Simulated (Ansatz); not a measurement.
Isomers of Li5 (doublet), relaxed with PBE/def2-TZVP; total energies from Ansatz at ωB97X-V/def2-TZVP.

```
isomer                                         description  energy (Eh)
     A  point group not assigned; 4 × Li–Li 2.71 to 3.00 Å    -37.51535
     B           point group C2v; 6 × Li–Li 2.92 to 3.01 Å    -37.51419
```

The isomers come from a short search, and lower ones may exist.

Work out the relative energies (1 Eh = 2625.5 kJ/mol) and the Boltzmann populations at 1200 K from electronic energies alone (R = 8.314 J/mol/K).

ΔE: A 0.0, B 3.0 kJ/mol. RT = 9.98 kJ/mol. Factors exp(−ΔE/RT): A 1, B 0.74; sum 1.740. Populations: A 57.5 %, B 42.5 %. Zero-point energy, vibrational entropy and symmetry numbers are left out and can shift these; an error of 4 kJ/mol changes a ratio by a factor of 1.5. Over the other density-functional and correlated levels in def2 sets, the gap between A and B ranges from 0 to 18 kJ/mol.
